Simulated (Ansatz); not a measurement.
Steps of a relaxation of CH₇AlBNO with RKS PBE-D4/def2-SVP.

```sh
$ ansatz run in.yaml --threads 4 --pin off --events-out ev --progress --plain --max-ram 10444MiB
```

```yaml
crystal:
  periodic: [false, false, false]
  atoms:
    - {symbol: B, position_ang: [-2.060700, 0.208500, 0.255100]}
    - {symbol: N, position_ang: [-0.665200, 0.701800, 0.030500]}
    - {symbol: C, position_ang: [0.199700, -0.456800, -0.081300]}
    - {symbol: O, position_ang: [0.360500, -1.146000, 1.147200]}
    - {symbol: Al, position_ang: [2.091100, 0.116200, -0.603500]}
    - {symbol: H, position_ang: [-2.413300, -0.309800, 1.226300]}
    - {symbol: H, position_ang: [-2.912900, 0.519600, -0.551400]}
    - {symbol: H, position_ang: [-0.606600, 1.224100, -0.892900]}
    - {symbol: H, position_ang: [-0.103800, -1.133700, -0.828700]}
    - {symbol: H, position_ang: [0.534200, -0.497800, 1.876800]}
    - {symbol: H, position_ang: [2.731500, -0.408400, -1.921300]}
    - {symbol: H, position_ang: [2.922400, 1.127100, 0.377100]}
basis:
  gaussian: {orbitals: def2-SVP}
hamiltonian: {xc: pbe, dispersion: d4}
relax: {f_tol: 0.03, max_steps: 200}
```

Positions (Å) and forces (eV/Å) along the path, 11 of 20 steps:

```xyz
12
step=1 energy=-11943.2169 eV
B    -2.061    0.208    0.255    1.167    2.288   -1.294
N    -0.665    0.702    0.030   -2.818   -0.204   -1.050
C     0.200   -0.457   -0.081    3.019    1.832    1.163
O     0.360   -1.146    1.147   -0.029   -0.272    0.674
Al    2.091    0.116   -0.604   -0.213    0.342    0.673
H    -2.413   -0.310    1.226   -0.003   -1.128    1.177
H    -2.913    0.520   -0.551   -0.111    0.183   -0.105
H    -0.607    1.224   -0.893   -0.134   -0.433    1.173
H    -0.104   -1.134   -0.829   -0.915   -1.865   -1.073
H     0.534   -0.498    1.877   -0.126   -0.183   -0.685
H     2.732   -0.408   -1.921    0.383   -0.283   -0.552
H     2.922    1.127    0.377   -0.220   -0.276   -0.101
12
step=3 energy=-11944.0397 eV
B    -2.142    0.275    0.226    0.084   -0.024    0.462
N    -0.784    0.616   -0.069   -0.736   -0.767   -0.775
C     0.283   -0.431   -0.087   -0.272    0.124   -0.144
O     0.418   -1.085    1.173    0.178    0.076    0.109
Al    2.148    0.126   -0.613   -0.071   -0.070    0.039
H    -2.347   -0.546    1.151    0.029    0.354   -0.711
H    -3.061    0.796   -0.433    0.394    0.006    0.521
H    -0.691    1.236   -0.886    0.123    0.044    0.232
H    -0.060   -1.263   -0.760    0.197    0.175    0.108
H     0.546   -0.391    1.850    0.030    0.082    0.019
H     2.845   -0.453   -1.943    0.000    0.002    0.096
H     2.921    1.066    0.426    0.044   -0.003    0.045
12
step=11 energy=-11944.9594 eV
B    -2.192    0.189    0.217    0.182    0.017   -0.117
N    -0.882    0.533   -0.198   -0.119   -0.242    0.156
C     0.158   -0.396   -0.451    0.069   -0.042    0.022
O     0.947   -0.792    0.904   -0.158    0.276    0.000
Al    2.103   -0.032   -0.513    0.009    0.017    0.091
H    -2.429   -0.991    0.393   -0.083    0.041   -0.013
H    -3.003    1.077    0.369   -0.055    0.017    0.036
H    -0.647    1.517   -0.352    0.097    0.052    0.021
H    -0.252   -1.375   -0.759   -0.020    0.013    0.057
H     0.663   -0.145    1.593    0.085   -0.209   -0.207
H     3.119   -1.079   -1.164   -0.021    0.017    0.026
H     2.493    1.439   -0.006    0.015    0.041   -0.072
12
step=12 energy=-11944.9838 eV
B    -2.219    0.190    0.169    0.099    0.071   -0.038
N    -0.876    0.509   -0.138    0.073   -0.108    0.161
C     0.152   -0.427   -0.415    0.132    0.001   -0.106
O     0.994   -0.776    0.911   -0.015    0.075    0.084
Al    2.111   -0.032   -0.524   -0.232    0.016   -0.102
H    -2.537   -0.985    0.225    0.008    0.065   -0.030
H    -3.001    1.100    0.362   -0.009   -0.013   -0.001
H    -0.584    1.495   -0.179   -0.059   -0.098   -0.048
H    -0.284   -1.408   -0.692    0.057    0.102    0.091
H     0.729   -0.136    1.607   -0.058   -0.105   -0.043
H     3.144   -1.081   -1.140   -0.007    0.014    0.031
H     2.447    1.495   -0.152    0.011   -0.021    0.001
12
step=13 energy=-11944.9949 eV
B    -2.218    0.196    0.157    0.167    0.141   -0.040
N    -0.857    0.502   -0.095   -0.165   -0.043    0.005
C     0.153   -0.444   -0.396    0.120   -0.087    0.051
O     1.016   -0.774    0.911    0.016    0.153    0.051
Al    2.094   -0.013   -0.561   -0.098   -0.058    0.069
H    -2.557   -0.974    0.151    0.021    0.050    0.017
H    -2.993    1.112    0.358    0.017   -0.029   -0.018
H    -0.555    1.484   -0.147   -0.076   -0.104    0.032
H    -0.300   -1.424   -0.636    0.044    0.087   -0.040
H     0.707   -0.175    1.627    0.006   -0.108   -0.073
H     3.152   -1.065   -1.121   -0.012    0.008   -0.029
H     2.433    1.520   -0.214   -0.040   -0.010   -0.026
12
step=15 energy=-11944.9979 eV rejected
B    -2.207    0.223    0.141    0.017   -0.020   -0.014
N    -0.836    0.480   -0.076   -0.016   -0.042    0.071
C     0.161   -0.485   -0.368    0.154    0.190   -0.017
O     1.076   -0.760    0.917   -0.296   -0.136   -0.121
Al    2.074    0.003   -0.572    0.077    0.022    0.003
H    -2.582   -0.933    0.160    0.000   -0.009   -0.009
H    -2.964    1.161    0.287    0.002    0.034    0.020
H    -0.518    1.456   -0.117    0.010   -0.055   -0.028
H    -0.299   -1.457   -0.610   -0.003   -0.080    0.079
H     0.680   -0.277    1.670    0.027    0.048    0.100
H     3.155   -1.022   -1.136    0.026    0.010   -0.026
H     2.337    1.555   -0.261    0.002    0.038   -0.058
12
step=16 energy=-11945.0050 eV
B    -2.209    0.215    0.145    0.065    0.019   -0.013
N    -0.841    0.485   -0.076   -0.069   -0.009   -0.001
C     0.163   -0.469   -0.375    0.033   -0.017    0.050
O     1.042   -0.774    0.920   -0.023    0.012   -0.040
Al    2.084   -0.005   -0.561    0.011    0.009   -0.013
H    -2.574   -0.945    0.146   -0.010   -0.002    0.002
H    -2.969    1.148    0.315    0.002    0.007    0.005
H    -0.529    1.462   -0.119   -0.001   -0.008   -0.004
H    -0.292   -1.446   -0.617   -0.011   -0.008   -0.010
H     0.680   -0.244    1.661    0.005   -0.007    0.021
H     3.158   -1.033   -1.135    0.005    0.003    0.005
H     2.363    1.549   -0.270   -0.007    0.002    0.000
12
step=17 energy=-11945.0058 eV
B    -2.208    0.221    0.140    0.006   -0.007    0.027
N    -0.838    0.478   -0.076   -0.014    0.004    0.008
C     0.164   -0.481   -0.369    0.037   -0.001    0.011
O     1.050   -0.775    0.919   -0.067    0.016   -0.017
Al    2.079    0.001   -0.566    0.032   -0.002   -0.013
H    -2.587   -0.934    0.143    0.000    0.006   -0.005
H    -2.956    1.163    0.312   -0.001    0.003   -0.011
H    -0.520    1.453   -0.119    0.005   -0.001    0.000
H    -0.294   -1.456   -0.608   -0.006   -0.017    0.001
H     0.679   -0.268    1.671    0.012   -0.010    0.003
H     3.167   -1.018   -1.130    0.005    0.006    0.000
H     2.340    1.560   -0.283   -0.008    0.004   -0.003
12
step=18 energy=-11945.0062 eV
B    -2.204    0.227    0.145   -0.037   -0.014   -0.046
N    -0.833    0.473   -0.073    0.008    0.020    0.013
C     0.165   -0.490   -0.366    0.018   -0.009    0.021
O     1.052   -0.777    0.917   -0.050    0.021    0.018
Al    2.077    0.003   -0.569    0.027    0.009   -0.009
H    -2.596   -0.925    0.141    0.008    0.003    0.019
H    -2.947    1.176    0.303    0.004   -0.002    0.019
H    -0.511    1.446   -0.117    0.010    0.008   -0.001
H    -0.296   -1.465   -0.603   -0.008   -0.014    0.000
H     0.674   -0.287    1.678    0.021   -0.022   -0.035
H     3.179   -1.005   -1.126    0.000    0.006    0.002
H     2.315    1.568   -0.297   -0.001   -0.005   -0.002
12
step=19 energy=-11945.0063 eV
B    -2.204    0.227    0.144   -0.010   -0.005   -0.034
N    -0.833    0.472   -0.073   -0.009    0.009    0.026
C     0.166   -0.492   -0.365    0.012   -0.003   -0.030
O     1.049   -0.777    0.914   -0.022   -0.001    0.038
Al    2.078    0.003   -0.568    0.009    0.001   -0.034
H    -2.596   -0.925    0.142    0.006    0.000    0.012
H    -2.946    1.175    0.307    0.003    0.001    0.013
H    -0.508    1.445   -0.113    0.002    0.007   -0.010
H    -0.296   -1.466   -0.603   -0.004   -0.005   -0.001
H     0.672   -0.281    1.671    0.006   -0.010    0.013
H     3.181   -1.005   -1.124    0.005    0.002    0.003
H     2.314    1.567   -0.296    0.001    0.003    0.003
12
step=20 energy=-11945.0064 eV
B    -2.205    0.227    0.142   -0.002   -0.004    0.005
N    -0.833    0.473   -0.074   -0.010    0.013   -0.010
C     0.165   -0.492   -0.366    0.008   -0.013    0.006
O     1.047   -0.778    0.913   -0.007    0.002    0.010
Al    2.077    0.002   -0.572    0.014    0.006    0.006
H    -2.595   -0.924    0.145    0.003    0.001    0.001
H    -2.945    1.176    0.310    0.000   -0.001   -0.001
H    -0.508    1.446   -0.117    0.003    0.005   -0.001
H    -0.298   -1.466   -0.604   -0.003   -0.001   -0.003
H     0.672   -0.284    1.673    0.002   -0.009   -0.005
H     3.188   -1.002   -1.119   -0.005   -0.001   -0.005
H     2.312    1.566   -0.297   -0.002    0.002   -0.004
```

It took 25 s on 4 threads of an Arm Neoverse V2 on a shared host, with 0.18 GiB of host memory at the peak.
